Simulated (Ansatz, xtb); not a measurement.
# A geometry optimisation of CH6AsB+ with r2SCAN-D4/def2-SVP

The starting geometry of this gas-phase doublet was built from a drawn formula by distance geometry and a force field; its bonds are those of `[BH]C[AsH3+]`.

| atom | x (Å) | y (Å) | z (Å) |
| --- | --- | --- | --- |
| C | 0.2955 | -0.2502 | -0.5446 |
| As | 0.3083 | -0.2163 | 1.4838 |
| B | -0.7259 | 0.8321 | -1.0716 |
| H | -0.9126 | 0.9495 | -2.2027 |
| H | -0.0539 | -1.2489 | -0.8211 |
| H | 1.3171 | -0.0088 | -0.9211 |
| H | 0.7670 | 1.2843 | 1.6282 |
| H | 1.3435 | -1.3344 | 1.6910 |
| H | -1.2015 | -0.5402 | 1.6849 |

Question: Where would you expect an optimisation with r2SCAN-D4/def2-SVP to take it?

Answer: It keeps its bonds, and is `[BH]C[AsH3+]`.

The energy falls by 0.83 eV over 7 steps:

```
step  E − E(last) (eV)
   1             0.825
   2             0.102
   3             0.005
   4             0.001
   5             0.000
   6             0.000
   7             0.000
```

Final geometry (Å):

```yaml
atoms:
  - { symbol: C, position_ang: [0.2718, -0.2437, -0.6140] }
  - { symbol: As, position_ang: [0.3278, -0.2304, 1.3223] }
  - { symbol: B, position_ang: [-0.7232, 0.8102, -1.1761] }
  - { symbol: H, position_ang: [-0.9936, 1.0583, -2.3154] }
  - { symbol: H, position_ang: [-0.0039, -1.2646, -0.9407] }
  - { symbol: H, position_ang: [1.2977, -0.0594, -0.9865] }
  - { symbol: H, position_ang: [0.7268, 1.1227, 1.8156] }
  - { symbol: H, position_ang: [1.2671, -1.2241, 1.9437] }
  - { symbol: H, position_ang: [-1.0329, -0.5017, 1.8776] }
```

From the same start GFN2-xTB ends elsewhere, in pieces: CH3B + AsH3.

No frequencies were run, so the end isn't proven a minimum. Open shells are spin-unrestricted. Run with Ansatz 0.2.0, 31 s on 2 threads of Intel(R) Xeon(R) Platinum 8259CL CPU @ 2.50GHz (Skylake/Cascade Lake), on a shared host.
